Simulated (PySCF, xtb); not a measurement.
BFHI, SMILES FBI. Atoms are numbered in the order given.

```xyz
4

B     -0.5645     1.4701     0.0000
F      0.3654     2.4091     0.0000
H     -1.7259     1.7617     0.0000
I      0.0238    -0.5810     0.0000
```
Charge 0, spin multiplicity 1.

Geometry: PBE-D3(BJ)/def2-TZVP. The def2 effective core potentials stand for the cores of I; spin–orbit coupling is left out.

Computed with PySCF with C-PCM-M06-2X/def2-SVP.

The values are the electrostatic part of the solvation free energy, E(continuum) − E(gas) at the gas-phase geometry, in a cavity of scaled van der Waals radii (PySCF's table); cavitation and dispersion terms are not included. In vacuum the orbital gap is 8.47 eV. The dipole moment in vacuum is 0.81 D.

Q: Estimate the values in water (ε = 78.36), acetone (ε = 20.49), dimethylsulfoxide (ε = 46.83). (Estimate from the structure and the level; the computed values follow.)

A: 
```
solvent                ε  ΔG(elec) (kcal/mol)  dipole (D)  gap (eV)
-----------------  -----  -------------------  ----------  --------
water              78.36                 -1.2        1.04      8.65
acetone            20.49                 -1.1        1.03      8.64
dimethylsulfoxide  46.83                 -1.1        1.04      8.65
```

For comparison, GFN2-xTB/ALPB(water) (xtb, at the GFN2-xTB geometry, all terms of that model) gives -1.4 kcal/mol.
